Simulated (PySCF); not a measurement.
**AuO₃⁻, singlet: structure and spectrum**

Computed with PySCF, PBE0, basis Au def2-SVPD with ECP60, O def2-SVPD (scalar-relativistic core potentials, no spin–orbit coupling, density fitting).

The structure is a minimum.

Coordinates in bohr (charge -1 multiplicity 1):
```
Au    0.0000    0.0000    0.0000
O     3.4190    0.0011    0.0000
O    -1.7104    2.9604    0.0000
O    -1.7086   -2.9615    0.0000
```

```json
{"Point group": "D3h", "Bond lengths": "Au–O 1.809 Å (×3)", "Bond angles": "O–Au–O 120.0° (×3)", "Enthalpy at 298.15 K above 0 K": "14.64 kJ/mol", "Principal quadrupole moments (Buckingham, traceless) about the centre of mass": "-5.70, -5.69, 11.39 D Å", "Principal polarisabilities": "37.9, 68.1, 68.1 bohr³", "Entropy at 298.15 K and 1 bar": "294.7 J/(mol K)", "Dipole moment about the centre of mass": "0.00 D", "Rotational symmetry number": "6", "Highest occupied level": "-2.40 eV", "Lowest empty level": "1.27 eV", "Zero-point energy": "18.1 kJ/mol", "Rotational constants": "0.2146, 0.2146, 0.1073 cm⁻¹", "Heat capacity Cp at 298.15 K": "64.4 J/(mol K)"}
```

Harmonic modes (masses in u: Au 196.967, O 15.995):
```csv
symmetry,ω (cm⁻¹),"IR (km/mol, summed over degenerate members)",μ (u),type
e',230,8.7,17.38,bend
a2'',232,28.6,19.51,bend
a1',771,0.0,15.99,stretch
e',779,307,17.78,stretch
```

In D3h the vibrations span 2e' + a2'' + a1'. The a1' mode carries no infrared intensity, as symmetry demands.

Charges (e); Mulliken and Löwdin values are unreliable with diffuse functions:
```
  atom  Mulliken  Löwdin  polar tensor  Mayer order to Au1
   Au1      1.48    1.06          0.96                   –
O2,3,4     -0.83   -0.69         -0.65                0.95
```

Mulliken populations on Au1 (electrons outside its core potential): s 2.84, p 6.05, d 8.57, f 0.06.

Outer orbital energies (eV). occupied: -8.01, -4.86, -4.23, -4.19, -4.19, -3.40, -2.40, -2.40; empty: 1.27, 1.27, 4.29, 5.55.

Formally Au is in oxidation state +5, d6, with 0 unpaired electrons (the high-spin count would be 4). The polar-tensor charge on Au, 0.96, is far below the formal one.

Stability towards spin polarisation was not tested. This need not be the most stable arrangement of these atoms. The lowest empty level of this anion is unbound, so it and the gap depend on the basis. No spin–orbit coupling is included, which matters more the heavier the element.

The final relaxation and frequency run took 41 s on 2 threads of a shared Arm Neoverse N1 host, with 104 basis functions and 7 gradients; the process peaked at 1.2 GiB. Launch command: `OMP_NUM_THREADS=2 python axn.py task.json out`.
